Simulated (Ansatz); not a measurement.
AlGaH4Se: where a starting geometry ends

The starting geometry of this gas-phase singlet was optimised with GFN2-xTB.

```xyz
7

Al    0.1376    0.6015   -1.2788
Ga   -1.8660    0.1772    0.6944
Se    1.0707   -0.1237    0.8582
H     1.2670    0.8181   -2.3049
H    -0.9683   -0.5896   -1.5155
H    -0.7307    1.8830   -0.7392
H     1.3064   -1.5076    0.5337
```

Q: Predict what becomes of its bonds when it is optimised with r2SCAN-D4/def2-SVP.

A: A new bond forms, giving a structure given below by its coordinates. Contacts that close: Al1–Ga2 (2.84 → 2.65 Å).

The energy falls by 0.35 eV over 8 steps:

| step | E − E(last) (eV) |
| --- | --- |
| 1 | 0.354 |
| 2 | 0.103 |
| 3 | 0.033 |
| 4 | 0.009 |
| 5 | 0.001 |
| 6 | 0.000 |
| 7 | 0.000 |
| 8 | 0.000 |

Final geometry (Å):

```yaml
atoms:
  - { symbol: Al, position_ang: [0.2715, 0.5870, -1.2668] }
  - { symbol: Ga, position_ang: [-1.7428, 0.2040, 0.4089] }
  - { symbol: Se, position_ang: [1.0960, -0.0875, 0.9193] }
  - { symbol: H, position_ang: [1.2036, 0.9056, -2.5035] }
  - { symbol: H, position_ang: [-0.9847, -0.5172, -1.3291] }
  - { symbol: H, position_ang: [-0.7909, 1.6906, -0.5852] }
  - { symbol: H, position_ang: [1.1640, -1.5238, 0.6044] }
```

No frequencies were run, so the end isn't proven a minimum. Run with Ansatz 0.2.0, 18 s on 2 threads of Arm Neoverse V2 (shared host).
